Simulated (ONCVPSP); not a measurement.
Transferability test, ONCV potential for caesium

| Quantity | Value |
| --- | --- |
| Element | Cs |
| Generator | ONCVPSP 4.0.1 |
| Type | optimised norm-conserving Vanderbilt (ONCV) |
| Functional | PBE |
| Relativity | scalar-relativistic |
| Frozen core | [Kr] 4d10 |
| Valence charge | 9 |
| Reference configuration | 5s2 5p6 6s0.5 (charge +0.5) |
| Partial waves | 5s+6s: rc 3.00 bohr, ncon 4, nbas 8, qcut 4.9 1/bohr, 2 projectors; 5p: rc 2.90 bohr, ncon 3, nbas 7, qcut 5.5 1/bohr, 2 projectors, debl 2.2 Ha; d scattering state at 0.03 Ha: rc 3.15 bohr, ncon 3, nbas 7, qcut 3.6 1/bohr, 2 projectors, debl 1.4 Ha |
| Local potential | polynomial inside 2.50 bohr (lpopt 1, dvloc0 0 Ha) |
| Core correction | Teter function, fcfact 3.25, rcfact 1.3 |

In the d channel the program set the typed energies aside and used 0.050, 1.450 Ha.

Energies are relative to the spin-unpolarised reference configuration 5s2 5p6 6s0.5; without spin polarisation the order of configurations can differ from experiment.

Task: Give the all-electron excitation energy and the error of the potential for: 5s2 5p6 6s1; 5s2 5p6 6s0; 5s2 5p6 6s0 6p1; 5s2 5p5 6s1.

Result:

```json
{"valence configuration": "5s2 5p6 6s1", "charge": "0", "ΔE all-electron (eV)": "-1.471", "error AE − PS (meV)": "+0.1"}
{"valence configuration": "5s2 5p6 6s0", "charge": "+1", "ΔE all-electron (eV)": "2.393", "error AE − PS (meV)": "-0.2"}
{"valence configuration": "5s2 5p6 6s0 6p1", "charge": "0", "ΔE all-electron (eV)": "-0.100", "error AE − PS (meV)": "+1.0"}
{"valence configuration": "5s2 5p5 6s1", "charge": "+1", "ΔE all-electron (eV)": "16.394", "error AE − PS (meV)": "-15"}
```
